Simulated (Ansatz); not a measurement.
(H2Ga-mu-H)2 (Ga2H6). Charge 0, multiplicity 3. Geometry PBE0-D4/def2-TZVP, that of the neutral singlet; atoms count from 1.

```tsv
atom	x (Å)	y (Å)	z (Å)
Ga1	1.188	-0.118	-0.498
H2	1.232	-0.763	-1.912
H3	2.338	0.399	0.410
H4	-0.095	1.077	-0.486
Ga5	-1.187	0.119	0.498
H6	-1.249	0.761	1.912
H7	-2.327	-0.403	-0.421
H8	0.100	-1.071	0.496
```

At PBE0-D4/def2-TZVP a singlet of charge 0 lies 5.99 eV below the triplet at the same geometry.

Problem. Estimate the Mulliken populations from the PBE0/def2-TZVP orbitals of Ansatz.

Solution. 
| atom | charge (e) | spin (α − β) |
| --- | --- | --- |
| Ga1 | -0.07 | 0.63 |
| H2 | 0.04 | 0.20 |
| H3 | 0.04 | 0.20 |
| H4 | -0.01 | -0.04 |
| Ga5 | -0.07 | 0.63 |
| H6 | 0.04 | 0.20 |
| H7 | 0.04 | 0.20 |
| H8 | -0.01 | -0.04 |
Mulliken values depend strongly on the basis.

Problem. Where does the spin sit?

Solution. Summed by element: Ga 1.27, H 0.73, of 2 unpaired in all. Largest on single atoms: Ga5 0.63, Ga1 0.63, H7 0.20.

Problem. And the Mayer bond orders between heavy atoms (over 0.3)?

Solution. Ga1–Ga5 0.61 (2.59 Å).
